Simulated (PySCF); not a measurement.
Compound: ScCl (singlet state).
Bonds: Cl1–Sc2.

All values: PBE0/def2-SVPD (PySCF, non-relativistic), on one gas-phase PBE0-D3(BJ)/def2-SVP geometry that isn't relaxed in the solvent. The solvent is an IEF-PCM continuum (van der Waals radii × 1.2), and excitations are vertical TDDFT with non-equilibrium linear response and a frozen core. The model holds no explicit solvent molecules, cavitation or dispersion.

Gas-phase singlets (H = HOMO, L = LUMO):

```
state  E (eV)  λ (nm)      f  leading configurations
   S1   0.244    5083  0.000              H→L+1 100%
   S2   0.244    5083  0.000                H→L 100%
   S3   0.631    1963  0.002               H→L+2 95%
   S4   0.631    1963  0.002               H→L+3 95%
   S5   1.752     708  0.096               H→L+4 98%
```

What are the lowest 5 singlets in acetone (ε = 20.49)?

```json
{"state": "S1", "E (eV)": "0.247", "λ (nm)": "5024", "f": "0.000", "leading configurations": "H→L 100%", "change by rank (eV)": "+0.003"}
{"state": "S2", "E (eV)": "0.247", "λ (nm)": "5018", "f": "0.000", "leading configurations": "H→L+1 100%", "change by rank (eV)": "+0.003"}
{"state": "S3", "E (eV)": "0.646", "λ (nm)": "1920", "f": "0.003", "leading configurations": "H→L+2 93%", "change by rank (eV)": "+0.015"}
{"state": "S4", "E (eV)": "0.646", "λ (nm)": "1920", "f": "0.003", "leading configurations": "H→L+3 93%", "change by rank (eV)": "+0.015"}
{"state": "S5", "E (eV)": "2.016", "λ (nm)": "615", "f": "0.113", "leading configurations": "H→L+4 96%", "change by rank (eV)": "+0.264"}
```

What are the lowest 5 singlets in acetonitrile (ε = 35.69)?

```tsv
state	E (eV)	λ (nm)	f	leading configurations	change by rank (eV)
S1	0.248	4991	0.000	H→L 100%	+0.004
S2	0.249	4985	0.000	H→L+1 100%	+0.005
S3	0.650	1907	0.003	H→L+2 96%	+0.019
S4	0.650	1907	0.003	H→L+3 96%	+0.019
S5	2.045	606	0.112	H→L+4 96%	+0.293
```

The ground-state energy changes by -0.307 eV from gas to acetonitrile. By how much does the total energy of gas-phase S5 change?

E(S5) = E(S0) + excitation energy, so it changes by -0.307 + 0.293 = -0.014 eV: it is lowered less than the ground state, which is what a blue shift means. This is the vertical state, with the slow part of the continuum still set for S0.

How do the frontier levels move from gas to acetonitrile?

```json
{"orbital": "LUMO+2", "gas (eV)": "-2.18", "solvent (eV)": "-1.26", "change (eV)": "+0.92"}
{"orbital": "LUMO+1", "gas (eV)": "-2.57", "solvent (eV)": "-1.77", "change (eV)": "+0.80"}
{"orbital": "LUMO", "gas (eV)": "-2.57", "solvent (eV)": "-1.77", "change (eV)": "+0.80"}
{"orbital": "HOMO", "gas (eV)": "-4.98", "solvent (eV)": "-4.27", "change (eV)": "+0.71"}
{"orbital": "HOMO-1", "gas (eV)": "-9.42", "solvent (eV)": "-9.33", "change (eV)": "+0.09"}
{"orbital": "HOMO-2", "gas (eV)": "-9.42", "solvent (eV)": "-9.33", "change (eV)": "+0.09"}
{"orbital": "HOMO-3", "gas (eV)": "-10.24", "solvent (eV)": "-10.03", "change (eV)": "+0.21"}
```

The HOMO–LUMO gap goes from 2.41 to 2.50 eV.

Hardware: one thread, Arm Neoverse V1, shared host. Cost: 1.3 s of wall time. This is the whole response run at PBE0/def2-SVPD in acetonitrile, SCF included.
